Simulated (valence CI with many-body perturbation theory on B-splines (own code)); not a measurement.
Forbidden lines of La51+

Computed by configuration interaction combined with many-body perturbation theory (CI+MBPT): four valence electrons over a frozen Dirac-Fock core [He], radial functions for each j: 11 s, 11 p, 10 d, 8 f, 5 g, 2 h, with the one-electron correlation potential Σ1, the two-electron term Σ2, the three-electron term Σ3, Breit, model QED; selected CI, second order for the rest, scaled by the run's own slope (own B-spline code, finite nucleus).

No measured spectrum was set against this ion. As an estimate, large intervals hold to a few tenths of a per cent, small ones and those within an open d or f shell to about a per cent. Among the levels kept, up to 880 cm⁻¹ of a level comes from second order outside the variational space, and about a tenth of that is noise between levels of different J, which matters for small intervals.

Lines 51 to 76 of 76 in falling wavelength, among levels below 7279.5 eV, chosen from the decays that carry over 1 % of a level's rate. Wavelengths and rates use the calculated energies. Electric multipoles are in the length gauge, E1 and E2 with the static RPA response of the core. Weak lines are less certain than strong ones. Lines between different terms over intervals too small for the method are left out, as are lines whose strength nearly cancels. The highest levels of a list are the least certain.

Levels are named by their leading jj configuration (3d3/2^4 stands for four electrons in 3d with j = 3/2), which in mixed levels can hold well under half, so a name can repeat and another be missing. Letters in brackets count levels of one name in rising energy.

```csv
λ vac (nm),Upper,Lower,Type,A (s⁻¹),Branch %
0.2077,(2s 2p1/2 2p3/2 3d5/2) J=5,(2s 2p1/2^2 2p3/2) J=2,E3,1.12e+09,4.6
0.2068,(2s^2 2p3/2 3d5/2) J=4,(2s^2 2p1/2 2p3/2) J=2,M2,3.67e+09,9.6
0.2068,(2s^2 2p3/2 3d5/2) J=4,(2s^2 2p1/2 2p3/2) J=2,E3,4.61e+08,1.2
0.2063,(2s^2 2p3/2 3d5/2) J=4,(2s^2 2p1/2 2p3/2) J=1,E3,7.63e+08,2.0
0.2028,(2p1/2 2p3/2^2 3d3/2) J=4,(2s 2p1/2 2p3/2^2) J=2 [b],E2,8.25e+11,26.8
0.2026,(2p1/2^2 2p3/2 3d3/2) J=2,(2s 2p1/2^2 2p3/2) J=1,E2,6.59e+11,1.8
0.2024,(2p1/2^2 2p3/2 3d3/2) J=3,(2s 2p1/2^2 2p3/2) J=1,E2,6.27e+11,7.4
0.2024,(2s 2p1/2 2p3/2 3d3/2) J=4,(2s^2 2p1/2 2p3/2) J=2,E2,6.57e+11,15.7
0.2024,(2p1/2 2p3/2^2 3d5/2) J=4,(2s 2p1/2 2p3/2^2) J=2 [b],E2,1.78e+11,5.5
0.2015,(2s 2p3/2^2 3d5/2) J=4 [a],(2s^2 2p3/2^2) J=2,E2,1.08e+12,3.7
0.2006,(2p1/2 2p3/2^2 3d3/2) J=4,(2s 2p1/2 2p3/2^2) J=3,E2,6.29e+11,20.4
0.2005,(2p1/2^2 2p3/2 3d3/2) J=2,(2s 2p1/2^2 2p3/2) J=2,E2,9.67e+11,2.6
0.2003,(2p1/2^2 2p3/2 3d3/2) J=3,(2s 2p1/2^2 2p3/2) J=2,E2,9.84e+11,11.5
0.2002,(2p1/2^2 2p3/2 3d3/2) J=1,(2s 2p1/2^2 2p3/2) J=2,E2,1.52e+12,1.1
0.2002,(2p1/2^2 2p3/2 3d3/2) J=0,(2s 2p1/2^2 2p3/2) J=2,E2,1.62e+12,23.1
0.2001,(2p1/2 2p3/2^2 3d3/2) J=1 [a],(2s 2p1/2 2p3/2^2) J=2 [a],E2,1.28e+12,1.9
0.2000,(2p1/2 2p3/2^2 3d3/2) J=2 [a],(2s 2p1/2 2p3/2^2) J=2 [a],E2,1.23e+12,2.1
0.2000,(2p1/2 2p3/2^2 3d3/2) J=0,(2s 2p1/2 2p3/2^2) J=2 [a],E2,1.35e+12,1.3
0.2000,(2s 2p1/2 2p3/2 3d3/2) J=1 [c],(2s^2 2p1/2 2p3/2) J=1,E2,1.72e+12,1.0
0.1998,(2s 2p3/2^2 3d5/2) J=2 [b],(2s^2 2p3/2^2) J=0,E2,2.07e+12,2.5
0.1994,(2p1/2 2p3/2^2 3d3/2) J=4,(2s 2p1/2 2p3/2^2) J=2 [a],E2,1.65e+11,5.3
0.1993,(2p1/2^2 2p3/2 3d5/2) J=4,(2s 2p1/2^2 2p3/2) J=2,E2,1.63e+12,67.7
0.1990,(2p1/2 2p3/2^2 3d5/2) J=4,(2s 2p1/2 2p3/2^2) J=2 [a],E2,1.47e+12,45.5
0.1990,(2p1/2 2p3/2^2 3d5/2) J=3,(2s 2p1/2 2p3/2^2) J=2 [a],E2,8.56e+11,1.6
0.1988,(2s 2p3/2^2 3d5/2) J=4 [b],(2s^2 2p3/2^2) J=2,E2,1.65e+12,26.1
0.1988,(2s 2p3/2^2 3d5/2) J=3 [b],(2s^2 2p3/2^2) J=2,E2,4.48e+11,2.2
```
